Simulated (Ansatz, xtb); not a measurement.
Two isomers of ClH3SeSi2+

Structure a: the doublet with the links of `[SiH3]/[Se+]=[Si]\Cl`. Structure b: the doublet with the links of `Cl[Si]1[SiH2][SeH+]1`. Both are isolated ions in the gas phase, relaxed with PBE0-D3(BJ)/pcseg-1.

**Question.** Which of the two would you expect CCSD(T)/def2-SVP + ΔMP2/def2-TZVPP electronic energies to favour?

**Answer.** Structure a; the calculation gives E(b) − E(a) = +7.2 kcal/mol.

Level by level:

| level | geometry | E(b) − E(a) (kcal/mol) | departure from the last row (kcal/mol) | job, with rough time for the two |
| --- | --- | --- | --- | --- |
| PBE0-D3(BJ)/pcseg-1 | PBE0-D3(BJ)/pcseg-1 | +2.1 | −5.1 | optimisation, 61 s |
| HF/def2-SVP | PBE0-D3(BJ)/pcseg-1 | +11.5 | +4.2 | part of the CCSD(T) run |
| MP2/def2-SVP | PBE0-D3(BJ)/pcseg-1 | +9.3 | +2.1 | part of the CCSD(T) run |
| CCSD(T)/def2-SVP | PBE0-D3(BJ)/pcseg-1 | +8.3 | +1.0 | single point |
| CCSD(T)/def2-SVP + ΔMP2/def2-TZVPP | PBE0-D3(BJ)/pcseg-1 | +7.2 |  | single point, 41 s |

As drawn, b has 1 Si–Si, 1 Se–Si, 1 Se–H in place of 1 Se=Si, 1 Si–H. Structure a has no ring, b a 3-membered ring.

None of the levels shown reverses the order. The largest departure from CCSD(T)/def2-SVP + ΔMP2/def2-TZVPP is that of PBE0-D3(BJ)/pcseg-1, 5.1 kcal/mol. Levels run at GFN2-xTB geometries aren't shown. The last row adds to CCSD(T) the change of the MP2 difference between the two basis sets, here −1.0 kcal/mol.

With harmonic frequencies from PBE0-D3(BJ)/pcseg-1 (ideal gas, rigid rotor, one conformer each, 298.15 K, 1 atm): the zero-point term adds −0.3 kcal/mol; ΔH is +6.7 and ΔG +7.8 kcal/mol.

Open shells are spin-unrestricted. The correlated steps freeze 24 core orbitals; the filled d shell of Se is correlated, in a basis made for valence electrons. Mirror images aren't counted in ΔG. Codes used: Ansatz 0.2.0; the last row on 2 threads of Intel(R) Xeon(R) 6975P-C (Granite Rapids) on a shared host.
